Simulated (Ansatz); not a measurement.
(1) Predict a relaxed structure of Si3Se4⁺, charge 1, doublet, at PBE-D4/def2-SVP (Ansatz).

Results:

(1) 
Cartesian coordinates in Å:
```
Si -0.357 -2.264 -1.175
Si 0.395 1.569 -0.407
Si -0.722 -0.583 1.437
Se -1.417 0.034 -0.785
Se 1.024 0.958 1.675
Se 0.072 -2.738 1.021
Se 1.005 3.023 -1.766
```
 This is one stationary point.

The structure comes from a short search, and lower isomers may exist.
